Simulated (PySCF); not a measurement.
Fractional electron number in Ge⁻ (germanium, charge -1)

The 4p alpha orbital of [Ar] 3d10 4s2 4p3 is emptied in steps (occupation f), with all orbitals relaxed, ending at [Ar] 3d10 4s2 4p2. All numbers are calculated (PySCF 2.14, the non-relativistic Hamiltonian (point nucleus), in def2-TZVPPD). The exact energy is a straight line in f; departures are measured from the line between the end points of the same method.

```json
{"f": "1", "UHF (eV)": "0.000", "LDA (eV)": "0.000", "PBE (eV)": "0.000", "PBE0 (eV)": "0.000", "r2SCAN (eV)": "0.000", "LC-wPBE (eV)": "0.000", "BHandHLYP (eV)": "0.000", "wB97X (eV)": "0.000", "r2SCAN0 (eV)": "0.000", "MN15 (eV)": "0.000"}
{"f": "0.8", "UHF (eV)": "0.084", "LDA (eV)": "-0.538", "PBE (eV)": "-0.519", "PBE0 (eV)": "-0.368", "r2SCAN (eV)": "-0.490", "LC-wPBE (eV)": "0.014", "BHandHLYP (eV)": "-0.232", "wB97X (eV)": "-0.016", "r2SCAN0 (eV)": "-0.353", "MN15 (eV)": "-0.317"}
{"f": "0.6", "UHF (eV)": "0.124", "LDA (eV)": "-0.809", "PBE (eV)": "-0.778", "PBE0 (eV)": "-0.550", "r2SCAN (eV)": "-0.727", "LC-wPBE (eV)": "0.025", "BHandHLYP (eV)": "-0.347", "wB97X (eV)": "-0.026", "r2SCAN0 (eV)": "-0.521", "MN15 (eV)": "-0.468"}
{"f": "0.4", "UHF (eV)": "0.122", "LDA (eV)": "-0.811", "PBE (eV)": "-0.777", "PBE0 (eV)": "-0.547", "r2SCAN (eV)": "-0.718", "LC-wPBE (eV)": "0.029", "BHandHLYP (eV)": "-0.346", "wB97X (eV)": "-0.028", "r2SCAN0 (eV)": "-0.512", "MN15 (eV)": "-0.459"}
{"f": "0.2", "UHF (eV)": "0.080", "LDA (eV)": "-0.541", "PBE (eV)": "-0.517", "PBE0 (eV)": "-0.362", "r2SCAN (eV)": "-0.473", "LC-wPBE (eV)": "0.023", "BHandHLYP (eV)": "-0.230", "wB97X (eV)": "-0.021", "r2SCAN0 (eV)": "-0.336", "MN15 (eV)": "-0.298"}
{"f": "0", "UHF (eV)": "0.000", "LDA (eV)": "0.000", "PBE (eV)": "0.000", "PBE0 (eV)": "0.000", "r2SCAN (eV)": "0.000", "LC-wPBE (eV)": "0.000", "BHandHLYP (eV)": "0.000", "wB97X (eV)": "0.000", "r2SCAN0 (eV)": "0.000", "MN15 (eV)": "0.000"}
```

Task: For PBE, how does the orbital energy at f = 1 compare with the removal energy?

Result: −ε = -2.298 eV against a total-energy difference of 0.945 eV. By Janak's theorem ε = ∂E/∂f, so the gap between them reflects the curvature. Along the path −ε is -1.001 (f = 0.8), 0.300 (f = 0.6), 1.599 (f = 0.4), 2.891 (f = 0.2) eV.

```json
{"method": "UHF", "E(f=0) − E(f=1) (eV)": "0.531", "−ε at f=1 (eV)": "1.065", "−ε at f=0.4 (eV)": "0.420"}
{"method": "LDA", "E(f=0) − E(f=1) (eV)": "1.048", "−ε at f=1 (eV)": "-2.309", "−ε at f=0.4 (eV)": "1.719"}
{"method": "PBE", "E(f=0) − E(f=1) (eV)": "0.945", "−ε at f=1 (eV)": "-2.298", "−ε at f=0.4 (eV)": "1.599"}
{"method": "PBE0", "E(f=0) − E(f=1) (eV)": "1.008", "−ε at f=1 (eV)": "-1.302", "−ε at f=0.4 (eV)": "1.482"}
{"method": "r2SCAN", "E(f=0) − E(f=1) (eV)": "1.135", "−ε at f=1 (eV)": "-1.956", "−ε at f=0.4 (eV)": "1.778"}
{"method": "LC-wPBE", "E(f=0) − E(f=1) (eV)": "1.075", "−ε at f=1 (eV)": "1.154", "−ε at f=0.4 (eV)": "1.073"}
{"method": "BHandHLYP", "E(f=0) − E(f=1) (eV)": "0.741", "−ε at f=1 (eV)": "-0.710", "−ε at f=0.4 (eV)": "1.033"}
{"method": "wB97X", "E(f=0) − E(f=1) (eV)": "0.759", "−ε at f=1 (eV)": "0.660", "−ε at f=0.4 (eV)": "0.768"}
{"method": "r2SCAN0", "E(f=0) − E(f=1) (eV)": "1.135", "−ε at f=1 (eV)": "-1.093", "−ε at f=0.4 (eV)": "1.606"}
{"method": "MN15", "E(f=0) − E(f=1) (eV)": "0.903", "−ε at f=1 (eV)": "-1.096", "−ε at f=0.4 (eV)": "1.338"}
```

At f = 1 the orbital energy is positive for LDA, PBE, PBE0, r2SCAN, BHandHLYP, r2SCAN0, MN15: only the finite basis holds the electron.

Reference removal energy between the ground levels: 1.233 eV (measured; photodetachment measurements, as compiled on the Wikipedia data page of electron affinities). The calculation has no spin-orbit coupling. UHF lacks correlation.
